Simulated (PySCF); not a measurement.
Br₄Sn, charge +1, doublet, geometry from GFN2-xTB (such geometries of metal compounds can be far from the true shape) (a state made from the parent by changing its charge; the spin is typed, not shown lowest) (all electrons, no relativity); PySCF with PBE0/STO-3G.

PySCF was given this input:
```python
from pyscf import gto, scf, dft

mol = gto.M(
    atom='''
Br   -0.93076713    2.30195457   -0.78691155
Sn   -0.00000000    0.00000000    0.00000000
Br   -1.79287922   -1.84566072   -0.40456481
Br    0.56929514    0.11573464    2.53910626
Br    2.15435121   -0.57202850   -1.34762990
''',
    basis='sto-3g',
    charge=1,
    spin=1,
    verbose=4,
)

mf = dft.UKS(mol)
mf.xc = 'pbe0'
mf.kernel()
```

Output, abridged:

```
PySCF version 2.14.0

[INPUT] verbose = 4
[INPUT] num. atoms = 5
[INPUT] num. electrons = 189
[INPUT] charge = 1
[INPUT] spin (= nelec alpha-beta = 2S) = 1
[INPUT] symmetry False subgroup None
[INPUT] Mole.unit = angstrom
[INPUT] Symbol           X                Y                Z      unit          X                Y                Z       unit  Magmom
[...]
nuclear repulsion = 2336.54302467086
number of shells = 43
number of NR pGTOs = 297
number of NR cGTOs = 99
basis = sto-3g
ecp = {}

******** <class 'pyscf.dft.uks.UKS'> ********
method = UKS
initial guess = minao
damping factor = 0
level_shift factor = 0
DIIS = <class 'pyscf.scf.diis.CDIIS'>
diis_start_cycle = 1
diis_space = 8
diis_damp = 0
SCF conv_tol = 1e-09
SCF conv_tol_grad = None
SCF max_cycles = 50
direct_scf = True
direct_scf_tol = 1e-13
number electrons alpha = 95  beta = 94
XC library pyscf.dft.libxc version 7.1.2
    S. Lehtola, C. Steigemann, M. J. T. Oliveira, and M. A. L. Marques,  SoftwareX 7, 1–5 (2018)
XC functionals = pbe0
    C. Adamo and V. Barone,  J. Chem. Phys. 110, 6158 (1999)
    M. Ernzerhof and G. E. Scuseria,  J. Chem. Phys. 110, 5029 (1999)
radial grids:
    Treutler-Ahlrichs [JCP 102, 346 (1995); DOI:10.1063/1.469408] (M4) radial grids

becke partition: Becke, JCP 88, 2547 (1988); DOI:10.1063/1.454033
pruning grids: <function nwchem_prune>
grids dens level: 3
symmetrized grids: False
atomic radii adjust function: <function treutler_atomic_radii_adjust>
small_rho_cutoff = 0
Set gradient conv threshold to 3.16228e-05
tot grids = 103656
init E= -16117.4258180529

cycle= 1 E= -16148.105432292  delta_E= -30.7  |g|= 0.207  |ddm|= 2.33
cycle= 2 E= -16147.9725491422  delta_E= 0.133  |g|= 0.277  |ddm|= 1.62
cycle= 3 E= -16148.0874889501  delta_E= -0.115  |g|= 0.14  |ddm|= 1.74
cycle= 4 E= -16148.1023985098  delta_E= -0.0149  |g|= 0.111  |ddm|= 0.801
cycle= 5 E= -16148.122594214  delta_E= -0.0202  |g|= 0.051  |ddm|= 0.66
cycle= 6 E= -16148.1276106071  delta_E= -0.00502  |g|= 0.00916  |ddm|= 0.28
cycle= 7 E= -16148.1270405856  delta_E= 0.00057  |g|= 0.0215  |ddm|= 0.147
cycle= 8 E= -16148.1276662193  delta_E= -0.000626  |g|= 0.0114  |ddm|= 0.0966
cycle= 9 E= -16148.1277382488  delta_E= -7.2e-05  |g|= 0.00943  |ddm|= 0.0111
cycle= 10 E= -16148.1278391345  delta_E= -0.000101  |g|= 0.00584  |ddm|= 0.0213
cycle= 11 E= -16148.1279119233  delta_E= -7.28e-05  |g|= 0.000447  |ddm|= 0.0418
cycle= 12 E= -16148.1279170885  delta_E= -5.17e-06  |g|= 0.000392  |ddm|= 0.0129
[...]
cycle= 14 E= -16148.1279607789  delta_E= -2e-05  |g|= 0.000344  |ddm|= 0.0765
cycle= 15 E= -16148.1279669956  delta_E= -6.22e-06  |g|= 0.000484  |ddm|= 0.0289
cycle= 16 E= -16148.1279725005  delta_E= -5.5e-06  |g|= 0.000215  |ddm|= 0.0282
cycle= 17 E= -16148.1279762242  delta_E= -3.72e-06  |g|= 0.000685  |ddm|= 0.021
cycle= 18 E= -16148.127976919  delta_E= -6.95e-07  |g|= 0.000681  |ddm|= 0.00315
cycle= 19 E= -16148.1279774346  delta_E= -5.16e-07  |g|= 0.00058  |ddm|= 0.00148
cycle= 20 E= -16148.1279739008  delta_E= 3.53e-06  |g|= 0.000736  |ddm|= 0.0152
cycle= 21 E= -16148.1279667629  delta_E= 7.14e-06  |g|= 0.000907  |ddm|= 0.0373
cycle= 22 E= -16148.1279566857  delta_E= 1.01e-05  |g|= 0.000439  |ddm|= 0.0663
cycle= 23 E= -16148.1279582378  delta_E= -1.55e-06  |g|= 0.000262  |ddm|= 0.0197
cycle= 24 E= -16148.1279451859  delta_E= 1.31e-05  |g|= 0.000682  |ddm|= 0.0982
cycle= 25 E= -16148.1279429143  delta_E= 2.27e-06  |g|= 0.000873  |ddm|= 0.0208
cycle= 26 E= -16148.1279363423  delta_E= 6.57e-06  |g|= 0.00196  |ddm|= 0.0163
cycle= 27 E= -16148.1279364317  delta_E= -8.94e-08  |g|= 0.00179  |ddm|= 0.0284
cycle= 28 E= -16148.1279439684  delta_E= -7.54e-06  |g|= 0.000514  |ddm|= 0.0201
cycle= 29 E= -16148.1279408753  delta_E= 3.09e-06  |g|= 0.000916  |ddm|= 0.032
cycle= 30 E= -16148.1279421966  delta_E= -1.32e-06  |g|= 0.000145  |ddm|= 0.0211
cycle= 31 E= -16148.1279417225  delta_E= 4.74e-07  |g|= 0.000368  |ddm|= 0.00595
cycle= 32 E= -16148.1279421483  delta_E= -4.26e-07  |g|= 0.000186  |ddm|= 0.0171
cycle= 33 E= -16148.1279422449  delta_E= -9.66e-08  |g|= 0.000169  |ddm|= 0.01
cycle= 34 E= -16148.1279421151  delta_E= 1.3e-07  |g|= 0.00015  |ddm|= 0.0208
cycle= 35 E= -16148.1279422167  delta_E= -1.02e-07  |g|= 0.000116  |ddm|= 0.00695
cycle= 36 E= -16148.1279421315  delta_E= 8.52e-08  |g|= 4.96e-05  |ddm|= 0.0106
cycle= 37 E= -16148.1279421312  delta_E= 3.17e-10  |g|= 3.33e-05  |ddm|= 0.00101
cycle= 38 E= -16148.1279421201  delta_E= 1.11e-08  |g|= 2.89e-05  |ddm|= 0.00305
cycle= 39 E= -16148.1279421179  delta_E= 2.27e-09  |g|= 8.23e-06  |ddm|= 0.00126
cycle= 40 E= -16148.1279421211  delta_E= -3.26e-09  |g|= 6.32e-06  |ddm|= 0.00077
cycle= 41 E= -16148.1279421166  delta_E= 4.5e-09  |g|= 1.03e-05  |ddm|= 0.00166
cycle= 42 E= -16148.1279421164  delta_E= 1.93e-10  |g|= 3.59e-06  |ddm|= 0.000429
Extra cycle  E= -16148.1279421167  delta_E= -3.02e-10  |g|= 5.48e-06  |ddm|= 0.000108
converged SCF energy = -16148.1279421167  <S^2> = 0.75213215  2S+1 = 2.002131
```
